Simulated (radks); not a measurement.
The numbers below are computed, except where a source is named.
Fractional charge and spin in the 6s shell of hafnium: the spin-up occupation runs from 0 to 1 and the spin-down occupation from 0 to 1; the fullest corner is Hf, [Xe] 4f14 5d(up 1, down 1) 6s(up 1, down 1). Code: a radial shooting solver on a logarithmic mesh with Libxc functionals. Model: scalar-relativistic Kohn-Sham, PBEsol, spin-polarised, spherical densities, point nucleus. Energy (eV) minus the two flat planes that join the four corners (they meet along the diagonal where the two added fractions sum to one electron); zero is where a piecewise linear energy would lie.

| down \ up | 0 | 0.25 | 0.5 | 0.75 | 1 |
|---|---|---|---|---|---|
| 0 | 0.000 | -0.561 | -0.749 | -0.562 | 0.000 |
| 0.25 | -0.561 | -0.682 | -0.437 | 0.174 | -0.503 |
| 0.5 | -0.749 | -0.437 | 0.233 | -0.396 | -0.669 |
| 0.75 | -0.562 | 0.174 | -0.396 | -0.619 | -0.499 |
| 1 | 0.000 | -0.503 | -0.669 | -0.499 | 0.000 |

Corners above the fullest one (they belong to Hf+ and the next ion): (up 1, down 0) 7.776 eV, (up 0, down 1) 7.776 eV, (up 0, down 0) 22.172 eV. With half an added electron in each spin the energy lies 0.233 eV from the planes, and with half an added electron in spin up alone -0.749 eV. The planes are only a guide here: the flat-plane condition holds for ground states with one frontier orbital, while this shell lies below other occupied shells, so the corners above the fullest one are inner-hole states and not the ground states of those ions.
